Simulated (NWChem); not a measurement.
All runs are NWChem calculations. System: F3Ge, charge 0, spin multiplicity 2, at a geometry optimised with UPBE/def2-SVP. The structure started from a generated list of species. Its SCF solution wasn't tested for a lower state. Level: UB3LYP/def2-TZVP, VWN1-RPA local correlation.

Job file:

```
start mol
memory heap 200 mb stack 900 mb global 1100 mb
geometry units angstroms nocenter noautoz
  F      0.362877     0.810370     1.405124
  Ge    -0.303953     0.000902     0.000000
  F      0.362877     0.810370    -1.405124
  F      0.354969    -1.623947     0.000000
  symmetry group Cs
end
basis spherical
  * library def2-tzvp
end
dft
  xc b3lyp
  odft
  mult 2
  semidirect memsize 60000000 filesize 0
  iterations 100
end
task dft energy
```

Output (cleaned and shortened):

```
             Northwest Computational Chemistry Package (NWChem) 7.3.0
             --------------------------------------------------------

                                NWChem Input Module
                                -------------------

 Scaling coordinates for geometry "geometry" by  1.889725989
 (inverse scale =  0.529177249)

 Turning off AUTOSYM since
 SYMMETRY directive was detected!

                             Geometry "geometry" -> ""
                             -------------------------

 Output coordinates in angstroms (scale by  1.889725989 to convert to a.u.)

  No.       Tag          Charge          X              Y              Z
 ---- ---------------- ---------- -------------- -------------- --------------
    1 F                    9.0000     0.36287700     0.81037000     1.40512400
    2 Ge                  32.0000    -0.30395300     0.00090200     0.00000000
    3 F                    9.0000     0.36287700     0.81037000    -1.40512400
    4 F                    9.0000     0.35496900    -1.62394700     0.00000000

 Effective nuclear repulsion energy (a.u.)     306.5131087096

            Nuclear Dipole moment (a.u.)
            ----------------------------
        X                 Y               Z
 ---------------- ---------------- ----------------
     0.0000207870     0.0000018897     0.0000000000

      Symmetry information
      --------------------

 Group name             Cs
 Group number              2
 Group order               2
 No. of unique centers     3

      Symmetry unique atoms

     1    2    4


 Summary of "ao basis" -> "" (spherical)
 ------------------------------------------------------------------------------
       Tag                 Description            Shells   Functions and Types
 ---------------- ------------------------------  ------  ---------------------
 *                         def2-tzvp                  on all atoms

                                 NWChem DFT Module
                                 -----------------

 Summary of "ao basis" -> "ao basis" (spherical)
 ------------------------------------------------------------------------------
       Tag                 Description            Shells   Functions and Types
 ---------------- ------------------------------  ------  ---------------------
 F                         def2-tzvp                11       31   5s3p2d1f
 Ge                        def2-tzvp                16       48   6s5p4d1f

 Summary of "ao basis" -> "ao basis" (spherical)
 ------------------------------------------------------------------------------
       Tag                 Description            Shells   Functions and Types
 ---------------- ------------------------------  ------  ---------------------
 F                         def2-tzvp                11       31   5s3p2d1f
 Ge                        def2-tzvp                16       48   6s5p4d1f

      Symmetry analysis of basis
      --------------------------

        a'         84
        a"         57

            General Information
            -------------------
          SCF calculation type: DFT
          Wavefunction type:  spin polarized.
          No. of atoms     :     4
          No. of electrons :    59
           Alpha electrons :    30
            Beta electrons :    29
          Charge           :     0
          Spin multiplicity:     2
          Use of symmetry is: on ; symmetry adaption is: on
          Maximum number of iterations: 100
          AO basis - number of functions:   141
                     number of shells:    49
          Convergence on energy requested:  1.00D-06
          Convergence on density requested:  1.00D-05
          Convergence on gradient requested:  5.00D-04

              XC Information
              --------------
                         B3LYP Method XC Potential
                     Hartree-Fock (Exact) Exchange  0.200
                        Slater Exchange Functional  0.800 local
                    Becke 1988 Exchange Functional  0.720 non-local
              Lee-Yang-Parr Correlation Functional  0.810
                  VWN I RPA Correlation Functional  0.190 local

             Grid Information
             ----------------
          Grid used for XC integration:  medium
          Radial quadrature: Mura-Knowles
          Angular quadrature: Lebedev.
          Tag              B.-S. Rad. Rad. Pts. Rad. Cut. Ang. Pts.
          ---              ---------- --------- --------- ---------
          F                   0.50       49           8.0       434
          Ge                  1.25      112           6.0       590
          Grid pruning is: on
          Number of quadrature shells:   210
          Spatial weights used:  Erf1

          Convergence Information
          -----------------------
          Convergence aids based upon iterative change in
          total energy or number of iterations.
          Levelshifting, if invoked, occurs when the
          HOMO/LUMO gap drops below (HL_TOL):  1.00D-02
          DIIS, if invoked, will attempt to extrapolate
          using up to (NFOCK): 10 stored Fock matrices.

                    Damping( 0%)  Levelshifting(0.5)       DIIS
                  --------------- ------------------- ---------------
          dE  on:    start            ASAP                start
          dE off:    2 iters        100 iters           100 iters

      Screening Tolerance Information
      -------------------------------
          Density screening/tol_rho:  1.00D-10
          AO Gaussian exp screening on grid/accAOfunc:  14
          CD Gaussian exp screening on grid/accCDfunc:  20
[...]
    71      0.209072  2 Ge d  1              43     -0.173410  2 Ge pz
   124     -0.131020  4 F  pz               118     -0.123725  4 F  pz
    12      0.119022  1 F  px                91     -0.119022  3 F  px

 Vector   32  Occ=0.000000D+00  E=-5.612384D-03  Symmetry=a'
              MO Center= -6.8D-01,  1.6D-01,  1.5D-13, r^2= 3.2D+00
   Bfn.  Coefficient  Atom+Function         Bfn.  Coefficient  Atom+Function
  ----- ------------  ---------------      ----- ------------  ---------------
    51      0.930488  2 Ge py                48      0.434993  2 Ge py
   115      0.311206  4 F  s                 68     -0.208759  2 Ge d -2
    42     -0.173386  2 Ge py                 5     -0.154556  1 F  s
    84     -0.154556  3 F  s                122     -0.136704  4 F  px
   116     -0.107161  4 F  px               123      0.104025  4 F  py

 Vector   33  Occ=0.000000D+00  E= 4.267965D-03  Symmetry=a'
              MO Center=  2.2D-01, -1.2D-05,  1.0D-13, r^2= 3.1D+00
   Bfn.  Coefficient  Atom+Function         Bfn.  Coefficient  Atom+Function
  ----- ------------  ---------------      ----- ------------  ---------------
    50      0.867621  2 Ge px                37      0.745838  2 Ge s
    36      0.396066  2 Ge s                 47      0.387943  2 Ge px
     5     -0.312945  1 F  s                 84     -0.312945  3 F  s
   115     -0.311751  4 F  s                123     -0.216116  4 F  py
    14      0.187678  1 F  pz                93     -0.187678  3 F  pz

                     DFT Final Beta Molecular Orbital Analysis
                     -----------------------------------------

 Vector   27  Occ=1.000000D+00  E=-4.333239D-01  Symmetry=a'
              MO Center=  3.2D-01, -6.2D-01,  4.8D-15, r^2= 2.7D+00
   Bfn.  Coefficient  Atom+Function         Bfn.  Coefficient  Atom+Function
  ----- ------------  ---------------      ----- ------------  ---------------
   116      0.308537  4 F  px               119      0.249452  4 F  px
   117      0.236855  4 F  py               120      0.187268  4 F  py
   122      0.173866  4 F  px                 7      0.163352  1 F  py
    86      0.163352  3 F  py                 6     -0.153376  1 F  px
    85     -0.153376  3 F  px                10      0.130944  1 F  py

 Vector   28  Occ=1.000000D+00  E=-4.333112D-01  Symmetry=a"
              MO Center=  3.3D-01,  6.2D-01,  3.0D-12, r^2= 2.7D+00
   Bfn.  Coefficient  Atom+Function         Bfn.  Coefficient  Atom+Function
  ----- ------------  ---------------      ----- ------------  ---------------
     6      0.266400  1 F  px                85     -0.266400  3 F  px
     9      0.215402  1 F  px                88     -0.215402  3 F  px
     8     -0.212712  1 F  pz                87     -0.212712  3 F  pz
    11     -0.168784  1 F  pz                90     -0.168784  3 F  pz
    12      0.150145  1 F  px                91     -0.150145  3 F  px

 Vector   29  Occ=1.000000D+00  E=-4.265892D-01  Symmetry=a"
              MO Center=  3.5D-01,  6.2D-04,  1.8D-14, r^2= 3.1D+00
   Bfn.  Coefficient  Atom+Function         Bfn.  Coefficient  Atom+Function
  ----- ------------  ---------------      ----- ------------  ---------------
   118      0.296047  4 F  pz                 7      0.256624  1 F  py
    86     -0.256624  3 F  py               121      0.237509  4 F  pz
    10      0.205887  1 F  py                89     -0.205887  3 F  py
   124      0.166515  4 F  pz                 8     -0.148532  1 F  pz
    87     -0.148532  3 F  pz                13      0.144333  1 F  py

 Vector   30  Occ=0.000000D+00  E=-2.074403D-01  Symmetry=a'
              MO Center= -6.3D-01,  1.9D-03, -3.5D-15, r^2= 2.4D+00
   Bfn.  Coefficient  Atom+Function         Bfn.  Coefficient  Atom+Function
  ----- ------------  ---------------      ----- ------------  ---------------
    37      0.664712  2 Ge s                 36      0.432092  2 Ge s
    47     -0.274121  2 Ge px                35     -0.209420  2 Ge s
    50     -0.193936  2 Ge px                34     -0.168562  2 Ge s
     6      0.140425  1 F  px                85      0.140425  3 F  px
   116      0.139847  4 F  px                41      0.131464  2 Ge px

 Vector   31  Occ=0.000000D+00  E= 1.516600D-02  Symmetry=a'
              MO Center=  2.5D-01, -6.9D-03, -1.9D-11, r^2= 3.1D+00
   Bfn.  Coefficient  Atom+Function         Bfn.  Coefficient  Atom+Function
  ----- ------------  ---------------      ----- ------------  ---------------
    50      0.900615  2 Ge px                37      0.745678  2 Ge s
    47      0.392314  2 Ge px                36      0.334967  2 Ge s
   115     -0.319197  4 F  s                  5     -0.308982  1 F  s
    84     -0.308982  3 F  s                123     -0.222495  4 F  py
    14      0.188706  1 F  pz                93     -0.188706  3 F  pz

 Vector   32  Occ=0.000000D+00  E= 1.642907D-02  Symmetry=a"
              MO Center= -6.4D-01, -1.6D-01, -7.8D-10, r^2= 3.5D+00
   Bfn.  Coefficient  Atom+Function         Bfn.  Coefficient  Atom+Function
  ----- ------------  ---------------      ----- ------------  ---------------
    52      1.043156  2 Ge pz                49      0.396972  2 Ge pz
     5     -0.339329  1 F  s                 84      0.339329  3 F  s
    43     -0.163288  2 Ge pz                71      0.158408  2 Ge d  1
   124     -0.141159  4 F  pz               118     -0.126921  4 F  pz
    12      0.125523  1 F  px                91     -0.125523  3 F  px

   alpha - beta orbital overlaps
   -----------------------------

   alpha      1      2      3      4      5      6      7      8      9     10
    beta      1      2      3      4      5      6      7      8      9     12
 overlap   1.000  1.000  1.000  1.000  1.000  0.998  1.000  0.998  1.000  1.000

   alpha     11     12     13     14     15     16     17     18     19     20
    beta     10     11     13     14     15     16     17     18     19     20
 overlap   1.000  1.000  0.998  0.998  1.000  0.998  0.998  1.000  1.000  1.000

   alpha     21     22     23     24     25     26     27     28     29     30
    beta     21     22     23     24     25     26     27     28     29     30
 overlap   0.994  0.983  0.983  0.994  0.973  0.973  0.988  0.988  1.000  0.995

   alpha     31     32     33     34     35     36     37     38     39     40
    beta     32     33     31     34     35     37     36     38     39     40
 overlap   0.998  0.997  0.997  0.964  0.966  0.992  0.992  0.993  0.993  0.995

   alpha     41     42     43     44     45     46     47     48     49     50
    beta     41     42     43     44     45     46     47     48     49     50
 overlap   0.999  0.999  1.000  1.000  1.000  0.999  0.999  1.000  0.999  0.999

   alpha     51     52     53     54     55     56     57     58     59     60
    beta     51     54     52     53     55     56     57     59     58     60
 overlap   0.999  0.994  0.999  0.999  0.970  0.970  0.991  0.968  0.968  0.993

   alpha     61     62     63     64     65     66     67     68     69     70
    beta     62     63     61     64     65     66     67     68     69     70
 overlap   0.991  0.991  1.000  0.999  0.999  1.000  1.000  1.000  1.000  1.000

   alpha     71     72     73     74     75     76     77     78     79     80
    beta     71     72     73     74     75     76     77     78     79     80
 overlap   1.000  1.000  0.999  0.999  1.000  0.999  0.999  1.000  1.000  1.000

   alpha     81     82     83     84     85     86     87     88     89     90
    beta     81     82     83     84     85     86     88     89     87     90
 overlap   1.000  1.000  0.999  0.999  0.999  0.999  1.000  1.000  1.000  1.000

   alpha     91     92     93     94     95     96     97     98     99    100
    beta     91     92     93     94     95     96     97     98     99    100
 overlap   1.000  1.000  1.000  1.000  1.000  1.000  1.000  1.000  1.000  1.000

   alpha    101    102    103    104    105    106    107    108    109    110
    beta    101    102    103    104    105    106    107    109    110    111
 overlap   1.000  1.000  0.996  0.991  0.991  0.803  0.803  0.726  0.726  0.985

   alpha    111    112    113    114    115    116    117    118    119    120
    beta    108    112    113    114    115    116    117    118    119    120
 overlap   0.996  0.783  0.784  0.974  0.981  0.996  0.996  0.995  0.995  1.000

   alpha    121    122    123    124    125    126    127    128    129    130
    beta    121    122    123    124    125    126    127    128    129    130
 overlap   0.999  0.999  1.000  1.000  1.000  1.000  1.000  1.000  1.000  1.000

   alpha    131    132    133    134    135    136    137    138    139    140
    beta    131    132    133    134    135    136    137    138    139    140
 overlap   1.000  1.000  1.000  1.000  1.000  1.000  1.000  1.000  1.000  1.000

   alpha    141
    beta    141
 overlap   1.000

     --------------------------
     Expectation value of S2:
     --------------------------
      <S2> =      0.7523 (Exact =     0.7500)

 center of mass
 --------------
 x =  -0.02795643 y =   0.00008299 z =   0.00000000

 moments of inertia (a.u.)
 ------------------
         535.927719281359          -0.720246649479           0.000000000000
          -0.720246649479         318.602994424626           0.000000000000
           0.000000000000           0.000000000000         318.729129188079

     Multipole analysis of the density
     ---------------------------------

     L   x y z        total         alpha         beta         nuclear
     -   - - -        -----         -----         ----         -------
     0   0 0 0     -0.000000    -30.000000    -29.000000     59.000000

     1   1 0 0     -0.886765      0.190321     -1.077107      0.000021
     1   0 1 0      0.002478     -0.000674      0.003151      0.000002
     1   0 0 1      0.000000      0.000000      0.000000      0.000000

     2   2 0 0    -21.735062    -24.558871    -20.247621     23.071430
     2   1 1 0     -0.012957     -0.176008     -0.180959      0.344010
     2   1 0 1      0.000000      0.000000     -0.000000      0.000000
     2   0 2 0    -25.643182    -77.627221    -74.986768    126.970807
     2   0 1 1     -0.000000     -0.000000     -0.000000      0.000000
     2   0 0 2    -25.641388    -77.595947    -74.956504    126.911063

 Task  times  cpu:       10.7s     wall:       10.7s

 Total times  cpu:       10.7s     wall:       10.7s
```
